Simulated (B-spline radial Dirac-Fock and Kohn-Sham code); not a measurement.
Relativistic shifts of the levels of Dy⁵³⁺

System: dysprosium as Dy⁵³⁺, configuration [Ne] 3s2 3p1.

Both columns are ΔSCF binding energies of the configuration average from a radial B-spline solver: non-relativistic Hartree-Fock with a point nucleus, and Dirac-Fock with a finite nucleus and the Coulomb interaction alone, averaged over the two j levels with weights 2j+1.

```
shell  Hartree-Fock (eV)  Dirac-Fock (eV)  shift (eV)  shift (%)
   1s            54584.8          58085.6    +3500.87      +6.41
   2s            11932.2          12906.1     +973.88      +8.16
   2p            11573.8          11928.3     +354.55      +3.06
   3s             4898.6           5199.7     +301.17      +6.15
   3p             4792.2           4928.9     +136.75      +2.85
```

Relativity binds 1s, 2s, 2p, 3s, 3p more strongly, among those listed most of all 2s in relative terms.

Values without a named source are computed, but for edge energies of neutral atoms, which are taken from tables.
